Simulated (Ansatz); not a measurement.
Task: Name a neutral molecule of B, C, F, N, O and H with size of the dipole moment (PBE/def2-TZVPP) between 1.25 and 1.55 D and HOMO–LUMO gap (PBE0/def2-TZVPP) between 8.80 and 9.10 eV (Ansatz, PBE0-D4/def2-TZVP geometry).

Result: `NBOCCF` (1.35 D, 8.83 eV). Other molecules can fit too; these were computed, each in one conformer that needn't be the lowest.
